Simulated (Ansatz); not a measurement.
```yaml
crystal:
  periodic: [false, false, false]
  atoms:
    - {symbol: Si, position_ang: [-1.347555, 1.594958, 1.245100]}
    - {symbol: C, position_ang: [-0.236269, -0.143270, 1.215985]}
    - {symbol: Zn, position_ang: [0.510050, -0.653091, -0.362806]}
    - {symbol: Ga, position_ang: [1.699661, -1.585326, -2.507703]}
    - {symbol: H, position_ang: [-2.715149, 1.209026, 0.123191]}
    - {symbol: H, position_ang: [-1.839545, 1.930026, 2.195629]}
    - {symbol: H, position_ang: [-0.427478, 2.506609, 0.465172]}
    - {symbol: H, position_ang: [0.503927, 0.181520, 2.035440]}
    - {symbol: H, position_ang: [-0.665960, -1.070713, 1.767039]}
    - {symbol: H, position_ang: [3.173896, -1.130027, -2.869329]}
    - {symbol: H, position_ang: [1.033020, -2.597686, -3.244467]}
basis:
  gaussian: {orbitals: STO-3G}
hamiltonian: {xc: {name: r2SCAN0}}
accuracy: high
scf: {lower_state_search: off}
relax: {f_tol: 0.0001, max_steps: 2}
output: {forces: true}
```

```sh
$ ansatz run in.yaml --threads 2 --pin off --events-out ev --progress --plain --max-ram 22528MiB --backend cpu
```

It prints (some lines left out):

```
Functional definition: r2SCAN0
  name "r2SCAN0"
  cite "Bursch, Neugebauer, Ehlert & Grimme, J. Chem. Phys. 156, 134105 (2022) doi:10.1063/5.0086040"
  cite "Furness, Kaplan, Ning, Perdew & Sun, J. Phys. Chem. Lett. 11, 8208 (2020) doi:10.1021/acs.jpclett.0c02405"
  cite "Furness, Kaplan, Ning, Perdew & Sun, J. Phys. Chem. Lett. 11, 9248 (2020) doi:10.1021/acs.jpclett.0c03077"
  parent r2scan
  parameter a = 0.25
  parameter k0 = 0.174
  parameter k1 = 0.065
  parameter a1 = 4.9479
  exchange = (1 - a)*r2scan_x(k0 = k0, k1 = k1, a1 = a1) + a*exact_x
  correlation = r2scan_c
these checks for a lower state are left out or cut short: stability, starts, cluster_reference, orbital_swaps, neighbouring_geometries, increment
937 factors; integrals over basis functions are off by at most 2.7e-9 eV
mean field evaluation 1: about -107159.9169 eV, gradient 4.9e2 eV
mean field evaluation 2: about -107635.2352 eV, gradient 1.3e2 eV
mean field evaluation 4: about -106904.8901 eV, gradient 2.3e2 eV
mean field evaluation 8: about -107723.3338 eV, gradient 2.6e2 eV
mean field evaluation 16: about -108529.0309 eV, gradient 7.3e1 eV
mean field evaluation 32: about -108538.7851 eV, gradient 3.3e-5 eV
mean field -108538.78514335 eV, -3988.7267837871 hartree, gradient 4.9e-8 eV, S^2 0.000000; 0 other end points of the search recorded, 0 dependent functions left out
the calculation of the forces begins
reference -108538.78514387 eV, -3988.7267838063 hartree; 44, 44 occupied and 13, 13 virtual orbitals, 937 factors
relax step   1: F+E_penalty+E_count = -108538.78514335 eV  Δ(F+E_penalty+E_count) = +0.000e0 eV  max|allowed force component| = 1.987e1 eV/Å  Δτ_max = 0.0000 Å  (217 SCF iters, accepted)
these checks for a lower state are left out or cut short: stability, starts, cluster_reference, orbital_swaps, neighbouring_geometries, increment
943 factors; integrals over basis functions are off by at most 3.2e-9 eV
mean field -108543.80662919 eV, -3988.9113199880 hartree, gradient 2.5e-8 eV, S^2 0.000000; 0 other end points of the search recorded, 0 dependent functions left out
the calculation of the forces begins
reference -108543.80662970 eV, -3988.9113200068 hartree; 44, 44 occupied and 13, 13 virtual orbitals, 943 factors
relax step   2: F+E_penalty+E_count = -108543.80662919 eV  Δ(F+E_penalty+E_count) = -5.021e0 eV  max|allowed force component| = 6.182e0 eV/Å  Δτ_max = 0.1945 Å  (122 SCF iters, accepted)
Error: geometry relaxation did not converge after 2 steps: max|allowed force component| = 6.18e0 eV/Å (threshold 1.0e-4). Raise `relax.max_steps` over both its present limit and 2, loosen `relax.f_tol`, or start from a geometry closer to equilibrium. Where this run's directory can be resumed (`checkpoint.write`), a resume goes on for up to `relax.max_steps` more
```

In this input the relaxation is allowed too few steps for its threshold. The calculation stopped without meeting its thresholds.
